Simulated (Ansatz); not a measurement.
Reaction (formal exchange of groups at the In–C bond): `[SiH3]B[CH2][InH2]` + propene → `C=C[CH2][InH2]` + `CB[SiH3]`

Calculated with Ansatz (gas phase, PBE0-D4/def2-TZVP geometries, no zero-point term in ΔE). CCSD(T)/CBS adds triple-zeta CCSD(T) − MP2 to the extrapolated MP2 energy (def2 sets, frozen cores). Elements past krypton have def2 core potentials. For In outer-core shells are correlated without core-valence functions, which leaves a few kJ/mol of doubt a bond. Each species was taken in one conformer, which may not be the lowest.

| species | CCSD/def2-TZVPP energy (Eh) |
| --- | --- |
| `[SiH3]B[CH2][InH2]` | -546.09533 |
| `C=CC` | -117.66194 |
| `C=C[CH2][InH2]` | -307.70551 |
| `CB[SiH3]` | -356.02976 |

Q: Work out ΔE.

A: ΔE = (-307.70551) + (-356.02976) − (-546.09533) − (-117.66194) = 0.02200 Eh = +13.8 kcal/mol. CCSD(T)/CBS gives +15.0 kcal/mol.

Largest T1 diagnostic among the species: 0.014.

In def2-TZVPP, CCSD(T) changes the Hartree–Fock value by +5.9 kcal/mol (the triples alone add +0.9 kcal/mol) and MP2 by +5.7 kcal/mol. The D4 term adds +1.0 kcal/mol with B3LYP and +0.5 kcal/mol with PBE0; it sums over pairs of atoms, weighted by their polarisabilities, and B3LYP, whose exchange is more repulsive, gets the larger term.

B3LYP here is the variant with VWN-RPA as its local correlation; programs differ in this.
